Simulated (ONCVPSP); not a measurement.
# Ga (Z = 31): variants of one ONCV potential

Base potential:

Ga (Z = 31), optimised norm-conserving Vanderbilt (ONCV), made with ONCVPSP 4.0.1 (PBE, scalar-relativistic). Core [Ar] 3d10, reference 4s2 4p1. Waves: 4s: rc 1.80 bohr, ncon 4, nbas 7, qcut 4.1 1/bohr, local; 4p: rc 2.05 bohr, ncon 3, nbas 6, qcut 4.6 1/bohr, 1 projector. Local part: the s channel. Core correction: Teter function, fcfact 4, rcfact 1.2.

Cutoffs, loose and tight: the cutoffs (Ha) at which the residual kinetic energy of the hardest occupied pseudo-wave falls to 1 and 0.1 mHa per electron. They do not see the model core or the augmentation charge, which bear on the density cutoff. Test errors are all-electron minus pseudo excitation energies from the reference, over the configurations 4s2 4p0; 4s1 4p0; 4s2 4p0.5; 4s1 4p2. A dash means not determined; rows that change the core or the reference have their own tests.

```tsv
change	outcome	cutoff, loose	cutoff, tight	bound ghosts	GHOST(+) flags above zero	largest test error (meV)
base	generated	7.5 Ha	16 Ha	none	none	-17
p: qcut 3.7	generated	7.5 Ha	16 Ha	none	p	-18
core correction polynomial model core, fcfact 0.4	generated	7.5 Ha	16 Ha	none	none	-166
p: rc 1.86	generated	7.5 Ha	16 Ha	none	none	-17
p: qcut 3.1	generated	7.5 Ha	16 Ha	none	p	-19
core correction Teter function, fcfact 4, rcfact 1.76	generated	7.5 Ha	16 Ha	none	none	-544
```

Question: What comes out with this change to the base: s: qcut 4.2; p: qcut 4.7?

Answer: outcome: generated; cutoff, loose: 7.6 Ha; cutoff, tight: 14 Ha; bound ghosts: none; GHOST(+) flags above zero: none; largest test error (meV): -17.

Question: What comes out with this change to the base: reference 4s2; wave 4p: rc 2.05 bohr, ncon 3, nbas 6, qcut 4.6 1/bohr, 1 projector becomes p scattering state at 0.11 Ha: rc 2.05 bohr, ncon 3, nbas 6, qcut 4.6 1/bohr, 1 projector?

Answer: outcome: generated, projector energies reset by the program; cutoff, loose: 7.6 Ha; cutoff, tight: 17 Ha; bound ghosts: none; GHOST(+) flags above zero: p; largest test error (meV): +28.
